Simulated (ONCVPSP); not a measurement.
Rh (Z = 45), ONCV: configuration errors across variants

Rh, optimised norm-conserving Vanderbilt (ONCV), made with ONCVPSP 4.0.1 (PBEsol, scalar-relativistic). Core [Ar] 3d10, reference 4s2 4p6 4d8 (charge +1). Waves: 4s: rc 0.95 bohr, ncon 4, nbas 7, qcut 6.4 1/bohr, 2 projectors, debl 1.2 Ha; 4p: rc 1.35 bohr, ncon 3, nbas 7, qcut 8 1/bohr, 2 projectors, debl 1.4 Ha; 4d: rc 2.20 bohr, ncon 4, nbas 9, qcut 8 1/bohr, 2 projectors, debl 2.2 Ha; f scattering state at 0.23 Ha: rc 1.85 bohr, ncon 4, nbas 7, qcut 6.7 1/bohr, 2 projectors, debl 3.1 Ha. Local part: polynomial inside 0.95 bohr (lpopt 5, dvloc0 4 Ha). Core correction: Teter function, fcfact 2.75, rcfact 1.75.

In the s channel the program set the typed energies aside and used -3.311, 0.250 Ha. In the p channel the program set the typed energies aside and used -2.135, 0.250 Ha.

All-electron excitation energies from the reference (eV): (1) 4s2 4p6 4d8 5s1 -7.462; (2) 4s2 4p6 4d7 19.510; (3) 4s2 4p6 4d6 52.003; (4) 4s2 4p6 4d8.5 5s0.5 -8.091.

1 further variants failed, have other tests or too few solved ones, and are left out.

A true bound ghost makes a file unfit for plane-wave use even where its test errors are small: the radial tests pick states by their node count and pass the ghost by.

Errors AE − PS in meV (a dash: test not solved or not reliable):

```csv
change,(1),(2),(3),(4),bound ghosts,GHOST(+) flags above zero
base,+2.3,+5.5,+43,+0.6,none,s
"core correction Teter function, fcfact 2.75, rcfact 2.04",+1.4,+2.3,+23,+0.3,none,s
"all radii but the core radius scaled by about 0.83 (s 0.78, p 1.12, d 1.82, f 1.52 bohr); local potential polynomial inside 0.78 bohr (lpopt 5, dvloc0 4 Ha)",+1.2,+0.2,+7.4,+0.5,s,none
d: rc 3.16,+4.0,+42,+270,-0.4,none,"s, d"
s: nbas 8,+2.3,+5.5,+43,+0.6,none,s
s: qcut 6.7; p: qcut 8.4; d: qcut 8.4; f: qcut 7,+2.1,+4.1,+33,+0.6,none,s
"core correction Teter function, fcfact 3.2, rcfact 1.75",+2.3,+5.4,+43,+0.5,none,s
"core correction Teter function, fcfact 3.75, rcfact 1.8",+2.1,+5.1,+40,+0.5,none,s
f: rc 2.64,+2.3,+5.5,+43,+0.6,none,s
f: qcut 7.7,+2.3,+5.5,+43,+0.6,none,s
```

Task: Give the same row for: d: debl 1.65.

Result: +2.3, +5.6, +44, +0.6; bound ghosts: none; GHOST(+) flags above zero: s.
